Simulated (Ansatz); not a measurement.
`BC[SiH3]` + `[SiH3]N[SiH3]` → `BN([SiH3])[SiH3]` + `C[SiH3]` at 298.15 K and 1 bar (ligand exchange at a B–C bond).

Gas-phase electronic energies from Ansatz, PBE0-D4/def2-TZVP geometries. CCSD(T)/CBS adds triple-zeta CCSD(T) − MP2 to the extrapolated MP2 energy (def2 sets, frozen cores). This one scheme is used for every species.

```tsv
species	CCSD(T)/CBS energy (Eh)	H − E (kJ/mol)	S (J/(mol·K))
`BC[SiH3]`	-356.11784	206.8	302.6
`[SiH3]N[SiH3]`	-637.10515	192.6	335.6
`BN([SiH3])[SiH3]`	-662.52490	227.7	348.6
`C[SiH3]`	-330.73916	173.3	255.5
```

H − E and S are ideal-gas, rigid-rotor, harmonic terms from PBE0-D4/def2-TZVP. 1 Eh = 2625.50 kJ/mol, R = 8.31446 J/(mol·K).

**Question.** By hand: ΔE, ΔH, ΔS and ΔG.

**Answer.** ΔE = (-662.52490) + (-330.73916) − (-356.11784) − (-637.10515) = -0.04107 Eh = -107.8 kJ/mol. Δ(H − E) = 227.7 + 173.3 − 206.8 − 192.6 = 1.6, so ΔH = -106.2 kJ/mol. ΔS = 348.6 + 255.5 − 302.6 − 335.6 = -34.1 J/(mol·K). ΔG = -106.2 − 298.15 × (-34.1)/1000 = -96.0 kJ/mol.

**Question.** By hand: the equilibrium constant, and the temperature at which ΔG would vanish if ΔH and ΔS stayed fixed.

**Answer.** log₁₀ K = −ΔG/(RT ln 10) = 16.8. ΔG = 0 at ΔH/ΔS = 3114 K, far beyond where these terms or the molecules hold.

ΔH outweighs TΔS. A doubt of 5 kJ/mol in ΔE shifts log₁₀ K by 0.9 here. Modes under 60 cm⁻¹, often nearly free rotors, make the harmonic entropy too high. These are equilibria of isolated gas molecules and say nothing of rates. Largest T1 diagnostic: 0.013 (customary marks: 0.02 for closed shells, 0.045 for open ones).
